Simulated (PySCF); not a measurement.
Electron correlation in Sc⁶⁺ (scandium, charge +6)

[Ne] 3s2 3p3, high-spin 4S determinant. All numbers are calculated (PySCF 2.14, scalar relativity by spin-free X2C-1e, in an even-tempered Gaussian basis (19 s from 0.25 bohr⁻², ratio 2.5; 12 p from 0.33 bohr⁻², ratio 2.5; 5 d from 2.3 bohr⁻², ratio 2.7; 5 f from 3.5 bohr⁻², ratio 2.7)). Frozen: 1s2; 13 electrons correlated; the 22 highest virtual orbitals of each spin left out.

| level | correlation energy (mhartree) |
| --- | --- |
| CCSD | -456.19 |
| (T) | -3.60 |
| CCSD(T) | -459.79 |

Diagnostics: T1 = 0.0025, D1 = 0.0083, largest double amplitude 0.046.

Cost of the coupled-cluster step: roughly 80 core-seconds, for 13 correlated electrons.

Iterations:

```
CC2 = 0
CCSD nocc = (np.int64(8), np.int64(5)), nmo = (92, 92)
frozen orbitals [[0, 93, 94, 95, 96, 97, 98, 99, 100, 101, 102, 103, 104, 105, 106, 107, 108, 109, 110, 111, 112, 113, 114], [0, 93, 94, 95, 96, 97, 98, 99, 100, 101, 102, 103, 104, 105, 106, 107, 108, 109, 110, 111, 112, 113, 114]]
max_cycle = 100
direct = 0
conv_tol = 1e-08
conv_tol_normt = 1e-06
diis_space = 8
diis_start_cycle = 0
Init t2, MP2 energy = -0.44107688068874
Init E_corr(UCCSD) = -0.441076880688878
cycle = 1  E_corr(UCCSD) = -0.452264044365179  dE = -0.0111871637  norm(t1,t2) = 0.0234909
cycle = 2  E_corr(UCCSD) = -0.455276026248546  dE = -0.00301198188  norm(t1,t2) = 0.00633508
cycle = 3  E_corr(UCCSD) = -0.456199844869879  dE = -0.000923818621  norm(t1,t2) = 0.00192874
cycle = 4  E_corr(UCCSD) = -0.456192939518916  dE = 6.90535096e-06  norm(t1,t2) = 0.000135213
cycle = 5  E_corr(UCCSD) = -0.456190206641049  dE = 2.73287787e-06  norm(t1,t2) = 9.30148e-06
cycle = 6  E_corr(UCCSD) = -0.456190489082307  dE = -2.82441257e-07  norm(t1,t2) = 1.11666e-06
cycle = 7  E_corr(UCCSD) = -0.456190488118202  dE = 9.64104685e-10  norm(t1,t2) = 1.16499e-07
UCCSD converged
E(UCCSD) = -752.2307798005858  E_corr = -0.4561904881182019
UCCSD(T) correction = -0.00359812655676568
```
